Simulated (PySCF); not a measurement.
VO₂F, SMILES [O]=[V](=[O])[F], multiplicity 1.

Geometry: B3LYP-D3(BJ)/def2-SVP. The multiplicity is an assumed one; other spin states were not compared.

Two levels are set side by side: TDDFT-PBE/def2-SVPD (PySCF) and TDDFT-LC-ωPBE/def2-SVPD (PySCF). Vertical, same geometry. The lowest singlet is HOMO→LUMO 100 % with PBE and HOMO→LUMO 94 % with the other functional; states are paired by order. Differences are taken from unrounded values.

| quantity | TDDFT-PBE |
|---|---|
| lowest singlet excitation (eV) | 2.46 |
| lowest triplet excitation (TDA) (eV) | 2.32 |

Task: These are the TDDFT-PBE values. What does TDDFT-LC-ωPBE give? (The exact figures need the calculation; the answer reports its results.)

Result: 
```csv
quantity,TDDFT-LC-ωPBE,TDDFT-PBE minus TDDFT-LC-ωPBE
lowest singlet excitation (eV),3.04,-0.58
lowest triplet excitation (TDA) (eV),2.88,-0.57
```

Functionals without exact exchange tend to place singlet excitations lower, as here. Differences between two approximate levels are no errors against the true value.

Rough cost on one machine, each run with all the roots and properties that it gave: TDDFT-LC-ωPBE against TDDFT-PBE about 5 times.
